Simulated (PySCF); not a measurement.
**Correlation energy of Cr (chromium, neutral)**

[Ar] 3d4 4s1 5s1, high-spin 7D determinant (an excited configuration). All numbers are calculated (PySCF 2.14, the spin-free X2C one-electron Hamiltonian (Gaussian nucleus), in x2c-TZVPPall with one added diffuse shell each of s, p, d, f type (7s6p5d3f1g, 80 functions)). Frozen: [Ar]; 6 electrons correlated.

| level | correlation energy (mhartree) |
| --- | --- |
| CCSD | -63.53 |
| (T) | -1.00 |
| CCSD(T) | -64.53 |

Diagnostics: T1 = 0.012, D1 = 0.0375, largest double amplitude 0.068.

The outer electron is Rydberg-like, and this basis confines it to a smaller radius and binds it less than a complete one would.

Cost of the coupled-cluster step: roughly 20 core-seconds, for 6 correlated electrons.

Iterations:

```
CC2 = 0
CCSD nocc = (np.int64(6), np.int64(0)), nmo = (71, 71)
frozen orbitals [[0, 1, 2, 3, 4, 5, 6, 7, 8], [0, 1, 2, 3, 4, 5, 6, 7, 8]]
max_cycle = 100
direct = 0
conv_tol = 1e-08
conv_tol_normt = 1e-06
diis_space = 8
diis_start_cycle = 0
Init t2, MP2 energy = -0.0550181348118261
Init E_corr(UCCSD) = -0.0550181348121306
cycle = 1  E_corr(UCCSD) = -0.0612452533580379  dE = -0.00622711855  norm(t1,t2) = 0.0385229
cycle = 2  E_corr(UCCSD) = -0.0625894489032012  dE = -0.00134419555  norm(t1,t2) = 0.0194806
cycle = 3  E_corr(UCCSD) = -0.0636067745657259  dE = -0.00101732566  norm(t1,t2) = 0.0107768
cycle = 4  E_corr(UCCSD) = -0.0635134594928014  dE = 9.33150729e-05  norm(t1,t2) = 0.00156204
cycle = 5  E_corr(UCCSD) = -0.0635324831346125  dE = -1.90236418e-05  norm(t1,t2) = 0.000741719
cycle = 6  E_corr(UCCSD) = -0.0635349152336963  dE = -2.43209908e-06  norm(t1,t2) = 0.000537877
cycle = 7  E_corr(UCCSD) = -0.0635315327756456  dE = 3.38245805e-06  norm(t1,t2) = 0.000305051
cycle = 8  E_corr(UCCSD) = -0.063532323693638  dE = -7.90917992e-07  norm(t1,t2) = 0.00022207
cycle = 9  E_corr(UCCSD) = -0.0635359807201262  dE = -3.65702649e-06  norm(t1,t2) = 0.000323516
cycle = 10  E_corr(UCCSD) = -0.0635343920581199  dE = 1.58866201e-06  norm(t1,t2) = 0.000108451
cycle = 11  E_corr(UCCSD) = -0.0635359763541372  dE = -1.58429602e-06  norm(t1,t2) = 0.000224557
cycle = 12  E_corr(UCCSD) = -0.0635344884771332  dE = 1.487877e-06  norm(t1,t2) = 8.35794e-05
cycle = 13  E_corr(UCCSD) = -0.0635336384609669  dE = 8.50016166e-07  norm(t1,t2) = 4.67783e-05
cycle = 14  E_corr(UCCSD) = -0.0635337741368616  dE = -1.35675895e-07  norm(t1,t2) = 3.98775e-05
cycle = 15  E_corr(UCCSD) = -0.0635336949584079  dE = 7.91784537e-08  norm(t1,t2) = 6.67025e-05
cycle = 16  E_corr(UCCSD) = -0.0635341663629943  dE = -4.71404586e-07  norm(t1,t2) = 2.7472e-05
cycle = 17  E_corr(UCCSD) = -0.0635344354225681  dE = -2.69059574e-07  norm(t1,t2) = 1.38016e-05
cycle = 18  E_corr(UCCSD) = -0.0635343957195355  dE = 3.97030325e-08  norm(t1,t2) = 1.05828e-05
cycle = 19  E_corr(UCCSD) = -0.063534403441441  dE = -7.72190548e-09  norm(t1,t2) = 1.86229e-05
cycle = 20  E_corr(UCCSD) = -0.0635342777946867  dE = 1.25646754e-07  norm(t1,t2) = 7.08106e-06
cycle = 21  E_corr(UCCSD) = -0.0635343066824117  dE = -2.8887725e-08  norm(t1,t2) = 1.14785e-05
cycle = 22  E_corr(UCCSD) = -0.063534239702803  dE = 6.69796087e-08  norm(t1,t2) = 5.76398e-06
cycle = 23  E_corr(UCCSD) = -0.0635342109368585  dE = 2.87659446e-08  norm(t1,t2) = 3.07313e-06
cycle = 24  E_corr(UCCSD) = -0.0635342170814649  dE = -6.14460643e-09  norm(t1,t2) = 2.72219e-06
cycle = 25  E_corr(UCCSD) = -0.0635342192475465  dE = -2.16608165e-09  norm(t1,t2) = 3.88618e-06
cycle = 26  E_corr(UCCSD) = -0.0635342349395031  dE = -1.56919566e-08  norm(t1,t2) = 1.58157e-06
cycle = 27  E_corr(UCCSD) = -0.0635342361819723  dE = -1.2424692e-09  norm(t1,t2) = 2.78009e-06
cycle = 28  E_corr(UCCSD) = -0.0635342527657765  dE = -1.65838042e-08  norm(t1,t2) = 1.25929e-06
cycle = 29  E_corr(UCCSD) = -0.0635342565151127  dE = -3.74933627e-09  norm(t1,t2) = 5.17696e-07
UCCSD converged
E(UCCSD) = -1049.543817533834  E_corr = -0.06353425651511274
UCCSD(T) correction = -0.00100027518488461
```
